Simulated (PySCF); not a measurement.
Positional isomers: furan hydroxy+boryl. Isolated molecules, 0 K electronic values unless said otherwise. One relaxed conformer stands for each flexible species; it need not be the lowest. Strings in code marks are SMILES.

The four lowest singlet excitations (Tamm–Dancoff). Computed with PBE-D3(BJ)/def2-TZVP // PBE-D3(BJ)/def2-SVP run with PySCF 2.14.0. Excitations are Tamm–Dancoff values on a coarser integration grid. The basis has no diffuse functions, so Rydberg states are missing or too high.

```tsv
state	energy (eV)	wavelength (nm)	oscillator strength
S1	3.90	318	0.078
S2	5.49	226	0.001
S3	5.50	225	0.000
S4	5.67	219	0.240
```

Question: Identify which member gives these states.
(A) `Bc1cocc1O`
(B) `Bc1ccc(O)o1`
(C) `Bc1occc1O`
(D) `Bc1ccoc1O`

Answer: D, `Bc1ccoc1O`
